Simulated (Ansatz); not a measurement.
Program: Ansatz. Geometries: PBE0-D4/def2-TZVP. ΔE: electronic, gas phase. CCSD(T)/CBS is the MP2 limit (def2-TZVPP, def2-QZVPP) plus CCSD(T) − MP2 in def2-TZVPP, frozen cores. This one scheme is used for every species. Functionals use def2-TZVPP. Each species was taken in one conformer, which may not be the lowest.

Consider the formal exchange of groups at a C–N bond: `C=NC(C)=N` + SiH₄ → `CC(=N)[SiH3]` + `C=N`.

Problem. Is it downhill or uphill in electronic energy at CCSD(T)/CBS, and by how much? (Best estimate.)

Solution. Ansatz gave: Nearly level: ΔE = +0.03 eV.

Problem. What do these levels give: r2SCAN-D4, r2SCAN, MP2/def2-TZVPP, SCS-MP2/def2-TZVPP, CCSD/def2-TZVPP, SCS-MP2/def2-QZVPP? (An estimate is asked.)

Solution. Ansatz gave: r2SCAN-D4 0.14, r2SCAN 0.14, MP2/def2-TZVPP 0.10, SCS-MP2/def2-TZVPP 0.09, CCSD/def2-TZVPP 0.05, SCS-MP2/def2-QZVPP 0.06 eV.

Largest T1 diagnostic among the species: 0.013.
